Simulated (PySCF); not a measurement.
CCl₃, SMILES Cl[C-](Cl)Cl, charge -1. Coordinates come from a PBE-D3(BJ)/def2-SVPD optimisation.

### Question
Give the equilibrium geometry at PBE-D3(BJ)/def2-SVPD (PySCF confirms it by a frequency run) as Cartesian coordinates in Å, and its point group. (The exact figures need the calculation; the answer reports its results.)

### Answer
point group C3v.
```xyz
4

C      0.0000     0.0000    -0.7457
Cl     1.5069     0.8700     0.0877
Cl    -1.5069     0.8700     0.0877
Cl     0.0000    -1.7400     0.0877
```
Charge -1, spin multiplicity 1.
